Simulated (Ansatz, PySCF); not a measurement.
In(PH2)3 (H₆InP₃), SMILES [PH2][In]([PH2])[PH2]. Atoms are numbered in the order given.

```xyz
10

In     0.0106    -0.0017     0.0000
P      0.1103     2.5467     0.0000
H     -0.8609     2.6555     1.0451
H     -0.8609     2.6555    -1.0451
P     -0.1273    -1.2704     2.2069
H      0.8373    -0.4212     2.8356
H      0.8460    -2.2371     1.8012
P     -0.1273    -1.2704    -2.2069
H      0.8460    -2.2371    -1.8012
H      0.8373    -0.4212    -2.8356
```

Geometry: B3LYP-D3(BJ)/def2-SVP. The def2 effective core potentials stand for the cores of In; spin–orbit coupling is left out. The values are those of a single conformer.

Vertical ionisation energy (IE) and electron affinity (EA) in eV. Rows of orbital energies are one-electron estimates. Where ΔSCF, EOM or ADC give a negative EA the extra electron is unbound and the value depends on the basis.

```json
[
 {"level": "−ε(HOMO), −ε(LUMO), B3LYP/def2-TZVP (PySCF)", "IE": "6.64", "EA": "1.89"},
 {"level": "−ε(HOMO), −ε(LUMO), PBE/def2-TZVP (PySCF)", "IE": "5.92", "EA": "2.34"},
 {"level": "ΔSCF, CAM-B3LYP/def2-SVPD (Ansatz), final states of multiplicity 2 and 2", "IE": "8.63", "EA": "0.24"},
 {"level": "ΔSCF, PBE/def2-SVPD (Ansatz), final states of multiplicity 2 and 2", "IE": "8.30", "EA": "0.23"}
]
```

Question: What vertical singlet–triplet gap does ΔSCF give with CAM-B3LYP/def2-SVPD (Ansatz, a program for electronic structure) and with PBE/def2-SVPD (Ansatz)? (An estimate is asked for; the answer gives what the named calculation found.)

Answer: 3.80 and 3.48 eV (triplet above singlet where positive).
